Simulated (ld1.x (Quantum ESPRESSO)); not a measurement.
**Reading a pseudo-wave (P (Z = 15))**

Columns: radius, all-electron u(r) and pseudo u(r) of the 3s shell (level -13.92 eV) of phosphorus in the configuration [Ne] 3s2 3p3; PBEsol, scalar-relativistic, TM scheme, ld1.x (Quantum ESPRESSO) 7.5.

```json
{"r (bohr)": "0.085", "all-electron": "0.1571", "pseudo": "0.0278"}
{"r (bohr)": "0.170", "all-electron": "-0.1006", "pseudo": "0.0564"}
{"r (bohr)": "0.255", "all-electron": "-0.3027", "pseudo": "0.0869"}
{"r (bohr)": "0.340", "all-electron": "-0.3749", "pseudo": "0.1201"}
{"r (bohr)": "0.425", "all-electron": "-0.3410", "pseudo": "0.1570"}
{"r (bohr)": "0.510", "all-electron": "-0.2399", "pseudo": "0.1985"}
{"r (bohr)": "0.595", "all-electron": "-0.1041", "pseudo": "0.2455"}
{"r (bohr)": "0.680", "all-electron": "0.0434", "pseudo": "0.2985"}
{"r (bohr)": "0.765", "all-electron": "0.1878", "pseudo": "0.3573"}
{"r (bohr)": "0.850", "all-electron": "0.3205", "pseudo": "0.4211"}
{"r (bohr)": "0.935", "all-electron": "0.4370", "pseudo": "0.4880"}
{"r (bohr)": "1.020", "all-electron": "0.5356", "pseudo": "0.5554"}
{"r (bohr)": "1.105", "all-electron": "0.6163", "pseudo": "0.6195"}
{"r (bohr)": "1.190", "all-electron": "0.6799", "pseudo": "0.6766"}
{"r (bohr)": "1.275", "all-electron": "0.7276", "pseudo": "0.7236"}
{"r (bohr)": "1.360", "all-electron": "0.7608", "pseudo": "0.7582"}
{"r (bohr)": "1.445", "all-electron": "0.7813", "pseudo": "0.7802"}
{"r (bohr)": "1.530", "all-electron": "0.7907", "pseudo": "0.7905"}
{"r (bohr)": "1.615", "all-electron": "0.7909", "pseudo": "0.7909"}
{"r (bohr)": "1.700", "all-electron": "0.7833", "pseudo": "0.7833"}
{"r (bohr)": "1.785", "all-electron": "0.7694", "pseudo": "0.7694"}
{"r (bohr)": "1.870", "all-electron": "0.7505", "pseudo": "0.7505"}
{"r (bohr)": "1.955", "all-electron": "0.7277", "pseudo": "0.7277"}
{"r (bohr)": "2.040", "all-electron": "0.7019", "pseudo": "0.7019"}
{"r (bohr)": "2.125", "all-electron": "0.6740", "pseudo": "0.6740"}
{"r (bohr)": "2.210", "all-electron": "0.6446", "pseudo": "0.6446"}
```

(1) How many radial nodes do the two functions have?

(2) At about which radius was the pseudo-wave matched?

(3) Where does each function peak?

(4) Is the pseudo-wave norm-conserving?

Results:

(1) The all-electron 3s function has n − l − 1 = 2; the pseudo-wave has 0, since the states of the same l below it are removed with the core.

(2) 1.70 bohr. The columns agree to 0.0005 from 1.53 bohr on; several derivatives are matched, so the curves merge somewhat inside the radius.

(3) Outermost all-electron maximum near 1.61 bohr, pseudo maximum near 1.61 bohr (to the table’s step).

(4) Yes: the TM scheme keeps the norm inside the radius equal to the all-electron one, which fixes the energy derivative of the logarithmic derivative at the level.
